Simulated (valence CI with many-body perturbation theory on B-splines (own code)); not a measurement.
**Which ion has this spectrum?**

A relativistic CI+MBPT calculation for an atom or ion with 7 electrons gives these levels (Ry):

```csv
J,Parity,E,g
3/2,odd,0.000,1.38
3/2,odd,15.051,1.43
5/2,odd,16.411,1.18
1/2,odd,18.377,0.65
5/2,even,29.072,1.50
1/2,even,33.454,2.15
3/2,odd,33.503,1.28
3/2,even,33.562,1.23
3/2,even,45.557,1.52
5/2,even,47.703,1.27
1/2,even,49.964,1.45
3/2,even,50.824,1.08
1/2,even,66.329,1.69
3/2,odd,66.351,1.32
```

The energies are calculated, and their last digits are not significant.

Which is it?
A. Te45+
B. Cd41+
C. Sn43+
D. In42+

D. In42+, ground level (2s^2 2p1/2^2 2p3/2) J=3/2.
